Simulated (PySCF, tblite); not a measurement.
Parent: `[CH2:1]=[CH:2][SiH2:3][Si@H:4]([CH3:5])[PH2:6]` with C1–C2–Si3–Si4 97°, C2–Si3–Si4–C5 60°, Si3–Si4–P6–H 44° and -48°, C3H11PSi2.

Structures optimised with GFN2-xTB, isolated species. One conformer each, not checked by frequencies here.

```json
{"coordinate of the parent": "C1=C2", "value": "1.324 Å"}
{"coordinate of the parent": "C2–Si3", "value": "1.886 Å"}
{"coordinate of the parent": "Si3–Si4", "value": "2.342 Å"}
{"coordinate of the parent": "Si4–C5", "value": "1.909 Å"}
{"coordinate of the parent": "Si4–P6", "value": "2.256 Å"}
{"coordinate of the parent": "C1–C2–Si3", "value": "124.7°"}
{"coordinate of the parent": "C2–Si3–Si4", "value": "107.8°"}
{"coordinate of the parent": "Si3–Si4–C5", "value": "111.4°"}
{"coordinate of the parent": "Si3–Si4–P6", "value": "114.4°"}
{"coordinate of the parent": "C5–Si4–P6", "value": "105.4°"}
```

Q: How does the shared frame change in `[CH2:1]=[CH:2][CH2:3][Si@@:4]([CH3:5])([PH2:6])[SiH2:7][CH:8]=[CH2:9]` with C1–C2–C3–Si4 100°, C2–C3–Si4–C5 62°, C3–Si4–P6–H 79° and 172°, C3–Si4–Si7–C8 77°, Si4–Si7–C8–C9 111°, C6H15PSi2? Atoms pair as C1 = C9, C2 = C8, Si3 = Si7, Si4 = Si4, C5 = C5, P6 = P6 (parent first).

A: 
```tsv
parent	relative	value in the relative	change
C1=C2	C9=C8	1.324 Å	0.000
C2–Si3	C8–Si7	1.882 Å	-0.004
Si3–Si4	Si7–Si4	2.351 Å	+0.009
Si4–C5	Si4–C5	1.916 Å	+0.007
Si4–P6	Si4–P6	2.268 Å	+0.012
C1–C2–Si3	C9–C8–Si7	125.0°	+0.3
C2–Si3–Si4	C8–Si7–Si4	109.9°	+2.1
Si3–Si4–C5	Si7–Si4–C5	112.8°	+1.4
Si3–Si4–P6	Si7–Si4–P6	116.6°	+2.2
C5–Si4–P6	C5–Si4–P6	104.8°	-0.6
```

Of the parent's bonds, Si4–P6 changes most (+0.012 Å). Bonds of the relative outside the shared frame: C1=C2 1.322, C2–C3 1.483, C3–Si4 1.934 Å. Point group C1 → C1.

Q: How does the shared frame change in `[CH2:1]=[CH:2][SiH2:3][Si@@:4]([CH3:5])([PH2:6])[CH2:7][F:8]` with C1–C2–Si3–Si4 107°, C2–Si3–Si4–C5 -66°, Si3–Si4–P6–H 39° and -53°, Si3–Si4–C7–F8 44°, C4H12FPSi2? Atoms pair as C1 = C1, C2 = C2, Si3 = Si3, Si4 = Si4, C5 = C5, P6 = P6 (parent first).

A: 
| parent | relative | value in the relative | change |
| --- | --- | --- | --- |
| C1=C2 | C1=C2 | 1.324 Å | 0.000 |
| C2–Si3 | C2–Si3 | 1.886 Å | 0.000 |
| Si3–Si4 | Si3–Si4 | 2.355 Å | +0.013 |
| Si4–C5 | Si4–C5 | 1.915 Å | +0.006 |
| Si4–P6 | Si4–P6 | 2.267 Å | +0.011 |
| C1–C2–Si3 | C1–C2–Si3 | 125.1° | +0.4 |
| C2–Si3–Si4 | C2–Si3–Si4 | 107.5° | -0.3 |
| Si3–Si4–C5 | Si3–Si4–C5 | 113.2° | +1.8 |
| Si3–Si4–P6 | Si3–Si4–P6 | 119.3° | +4.9 |
| C5–Si4–P6 | C5–Si4–P6 | 104.9° | -0.5 |

Of the parent's bonds, Si3–Si4 changes most (+0.013 Å). Bonds of the relative outside the shared frame: Si4–C7 1.936, C7–F8 1.383 Å. Point group C1 → C1.

These are computed values.
